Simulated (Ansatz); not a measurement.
`CB(F)[SiH2]O` + H₂O → `O[SiH2]B(O)F` + CH₄  (formal hydrolysis of a B–C bond)

Gas-phase electronic energies from Ansatz, PBE0-D4/def2-TZVP geometries. CCSD(T)/CBS is the MP2 limit (def2-TZVPP, def2-QZVPP) plus CCSD(T) − MP2 in def2-TZVPP, frozen cores. This one scheme is used for every species. DFT in def2-TZVPP. One conformer a species, not always the lowest.

`CB(F)[SiH2]O`:

Cartesian coordinates in Å:
```
C 0.001 -1.705 0.005
B 0.675 -0.406 -0.532
F 1.777 -0.519 -1.274
Si 0.021 1.494 -0.156
O -1.405 1.529 0.690
H 0.242 -1.796 1.074
H 0.349 -2.613 -0.492
H -1.090 -1.648 -0.046
H -0.263 2.209 -1.428
H 1.088 2.252 0.568
H -1.394 1.202 1.590
```

H₂O:

Cartesian coordinates in Å:
```
O -0.360 0.123 0.080
H 0.445 0.644 0.069
H -0.085 -0.767 -0.149
```

`O[SiH2]B(O)F`:

Z-matrix (Å, degrees):
```
Si
B 1 2.035
O 1 1.653 2 110.9
H 1 1.493 2 108.7 3 122.8
H 1 1.484 2 111.6 3 -118.5
F 2 1.342 1 119.7 3 -14.3
O 2 1.347 1 121.6 3 166.6
H 3 0.958 1 117.1 2 36.6
H 7 0.965 2 113.7 1 179.0
```

CH₄:

Z-matrix (Å, degrees):
```
C
H 1 1.090
H 1 1.090 2 109.5
H 1 1.090 2 109.5 3 -120.0
H 1 1.090 2 109.5 3 120.0
```

| level | ΔE (kcal/mol) | difference from CCSD(T)/CBS |
| --- | --- | --- |
| PBE-D4 | -34.8 | 0.1 |
| r2SCAN-D4 | -36.4 | -1.5 |
| PBE0-D4 | -34.9 | 0.0 |
| ωB97X-V | -35.8 | -0.9 |
| ωB97M-V | -36.0 | -1.1 |
| B2PLYP | -37.2 | -2.3 |
| PBE | -35.2 | -0.3 |
| PBE0 | -35.3 | -0.4 |
| HF/def2-TZVPP | -38.5 | -3.6 |
| MP2/def2-TZVPP | -36.2 | -1.3 |
| SCS-MP2/def2-TZVPP | -36.6 | -1.7 |
| CCSD/def2-TZVPP | -36.0 | -1.1 |
| MP2/def2-QZVPP | -35.5 | -0.6 |
| SCS-MP2/def2-QZVPP | -36.0 | -1.1 |
| MP2/CBS(def2) | -35.1 | -0.2 |
| CCSD/CBS(def2) | -35.0 | -0.1 |
| CCSD(T)/CBS | -34.9 | 0 |

Largest T1 diagnostic among the species: 0.013.

The D4 term adds +0.7 kcal/mol with B3LYP and +0.4 kcal/mol with PBE0; it sums over pairs of atoms, weighted by their polarisabilities, and B3LYP, whose exchange is more repulsive, gets the larger term. In def2-TZVPP, CCSD(T) changes the Hartree–Fock value by +2.6 kcal/mol (the triples alone add +0.1 kcal/mol) and MP2 by +2.4 kcal/mol.

B3LYP here is the variant with VWN-RPA as its local correlation; programs differ in this.
